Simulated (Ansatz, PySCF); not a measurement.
Spin states of H4MoO5 (SMILES [O]=[Mo]([OH])([OH])([OH])[OH]), each relaxed with B3LYP-D3(BJ)/def2-TZVP.
State 1 (charge 0, multiplicity 1):
| atom | x (Å) | y (Å) | z (Å) |
|---|---|---|---|
| Mo | 0.3270 | -0.1165 | 0.3025 |
| O | 1.7720 | -0.8157 | 0.8331 |
| O | -1.2339 | 0.4980 | -0.7175 |
| H | -1.4098 | 0.3207 | -1.6457 |
| O | 0.7303 | 1.6699 | 0.7164 |
| H | 0.0768 | 2.2860 | 0.3553 |
| O | 0.6888 | -0.8544 | -1.4359 |
| H | 1.5178 | -1.3503 | -1.4508 |
| O | -0.8324 | -0.9609 | 1.5143 |
| H | -1.7632 | -0.8123 | 1.2937 |
State 2 (charge 0, multiplicity 3):
```xyz
10

Mo     0.5524     0.0170     0.4822
O      1.5959    -0.7426     1.5599
O     -1.4414     0.8201    -0.1736
H     -1.7904     0.3219    -0.9300
O      1.0513     1.8265     0.3053
H      0.5195     2.4617    -0.1888
O      0.5255    -0.9837    -1.1563
H      1.3720    -1.2473    -1.5358
O     -1.1334    -0.9643     1.0252
H     -1.3779    -1.6449     0.3774
```

```
level                                energy of the multiplicity-3 state less that of the multiplicity-1 state (kJ/mol)  cost
-----------------------------------  ---------------------------------------------------------------------------------  ----
PBE-D3(BJ)/def2-TZVPP                                                                                            271.5     -
PBE-D4/def2-TZVPP                                                                                                271.9     -
BLYP-D3(BJ)/def2-TZVPP                                                                                           260.8     -
BLYP-D4/def2-TZVPP                                                                                               261.6     -
r2SCAN/def2-TZVPP                                                                                                266.3     -
r2SCAN-D3(BJ)/def2-TZVPP                                                                                         266.4     -
B97M-V/def2-TZVPP                                                                                                263.9     -
r2SCANh/def2-TZVPP                                                                                               256.9     -
B3LYP-D4/def2-TZVPP                                                                                              250.1     -
PBE0/def2-TZVPP                                                                                                  251.3     -
BHLYP-D3(BJ)/def2-TZVPP                                                                                          214.7     -
CAM-B3LYP/def2-TZVPP                                                                                             246.3     -
CAM-B3LYP-D3(BJ)/def2-TZVPP                                                                                      246.4     -
wB97M-V/def2-TZVPP                                                                                               250.4     -
B2PLYP-D3(BJ)/def2-TZVPP                                                                                         283.9     -
B2PLYP-D4/def2-TZVPP                                                                                             284.0     -
CCSD/def2-TZVPP                                                                                                  245.4     -
CCSD(T)/def2-TZVPP                                                                                               275.8     -
CCSD(T)/def2-QZVPP                                                                                               278.2     -
CCSD(T)/CBS(def2-TZVPP, def2-QZVPP)                                                                              278.0     -
```

The rows run from 214.7 (BHLYP-D3(BJ)/def2-TZVPP) to 284.0 kJ/mol (B2PLYP-D4/def2-TZVPP). From def2-TZVPP to def2-QZVPP CCSD(T) changes by 2.4. The dispersion term adds 0.0 in r2SCAN-D3(BJ), 0.1 in CAM-B3LYP-D3(BJ). The 6 functionals in def2-TZVPP without D3 or D4 span 20.0, from CAM-B3LYP to r2SCAN.

Singlets are restricted, other states unrestricted; no spin–orbit coupling, no relativity up to Kr; see below for the cores. The largest T1 diagnostic is 0.042.

Correlated levels freeze the inner cores; with def2 sets outer-core shells near the valence are correlated too. CBS: X⁻³ extrapolation of the correlation energy, Hartree–Fock from the larger set.

Doubts at one or more of the structures used: a restricted determinant that unrestricted orbitals would lower (CCSD/def2-TZVPP, CCSD(T)/def2-TZVPP, CCSD(T)/def2-QZVPP, CCSD(T)/CBS(def2-TZVPP, def2-QZVPP)).

Codes used: Ansatz (an electronic-structure program) with Gaussian orbitals; PySCF for the dispersion terms. Values without a source in brackets are computed. In def2 rows elements past Kr take small-core potentials, without spin–orbit coupling.

Costs are rough ratios of core time to CCSD(T)/def2-SVP (about 14 min over the structures, on one shared machine); a dash marks a level with no comparable run of its own.
